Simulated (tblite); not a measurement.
Species: C4H8FSi3 (doublet state).
SMILES with atom numbers: `[F:1][C@:2]1([C:3]#[C:4][SiH2:5])[CH2:6][SiH2:7][SiH2:8]1` (hydrogens: H9, H10 on Si5; H11, H12 on C6; H13, H14 on Si7; H15, H16 on Si8)

Structure optimised with GFN2-xTB, isolated species. This method treats the open shell by occupation alone, without spin polarisation.

(1) List the bond lengths, angles and torsions at this level.

Results:

(1) 
| bond | length (pm) | order |
| --- | --- | --- |
| F1–C2 | 142.0 | single |
| C2–C3 | 142.5 | single |
| C3≡C4 | 121.9 | triple |
| C4–Si5 | 180.0 | single |
| C2–C6 | 154.9 | single |
| C6–Si7 | 192.4 | single |
| Si7–Si8 | 233.4 | single |
| C2–Si8 | 197.2 | single |
| Si5–H9 | 145.1 | single |
| Si5–H10 | 145.1 | single |
| C6–H11 | 109.1 | single |
| C6–H12 | 109.0 | single |
| Si7–H13 | 146.7 | single |
| Si7–H14 | 146.8 | single |
| Si8–H15 | 146.8 | single |
| Si8–H16 | 146.3 | single |

Orders are formal, as drawn. A selection of angles:
| angle | degrees |
| --- | --- |
| F1–C2–C3 | 109.9 |
| F1–C2–C6 | 107.5 |
| F1–C2–Si8 | 105.6 |
| C3–C2–C6 | 114.4 |
| C3–C2–Si8 | 117.7 |
| C6–C2–Si8 | 100.8 |
| C2–C3–C4 | 175.9 |
| C3–C4–Si5 | 174.2 |
| C2–C6–Si7 | 101.0 |
| C6–Si7–Si8 | 78.9 |
| C2–Si8–Si7 | 76.8 |

Dihedral angles: F1–C2–C6–Si7 -96° (anticlinal); C2–C6–Si7–Si8 -12° (synperiplanar); C6–Si7–Si8–C2 10° (synperiplanar); F1–C2–Si8–Si7 100° (anticlinal).

The C–Si distances run from 1.800 Å (C4–Si5, drawn single) to 1.972 Å (C2–Si8, drawn single), a spread of 0.172 Å. Si8 (silicon bonded to C, Si and 2 H) has angles from 76.8° to 125.9°. Si7 (silicon bonded to C, Si and 2 H) has angles from 78.9° to 121.8°. Si5 (silicon bonded to C and 2 H) has angles 117.9°, 117.9° and 117.7°, sum 353.4°, 0.23 Å off the plane of its three neighbours. The 4-membered ring C2–C6–Si7–Si8 has internal angles of 76.8° to 101.0°; it is puckered, 0.09 Å rms from its mean plane, widest ring torsion 14°. The C–C distances run from 1.219 Å (C3≡C4, drawn triple) to 1.549 Å (C2–C6, drawn single), a spread of 0.330 Å.

Point group: C1 (no symmetry element, even within 0.4 Å). Its GFN2-xTB frequencies are all real (lowest 34 cm⁻¹). 2 starts were optimised and ended at 0.00 and 0.03 kcal/mol (GFN2-xTB); the lowest of these is shown.

Hardware: one thread, AMD EPYC (x86_64), shared host. Cost: 3.4 s of wall time. This is the geometry optimisation.

One conformer stands for the species.

The numbers are calculated, not measured.
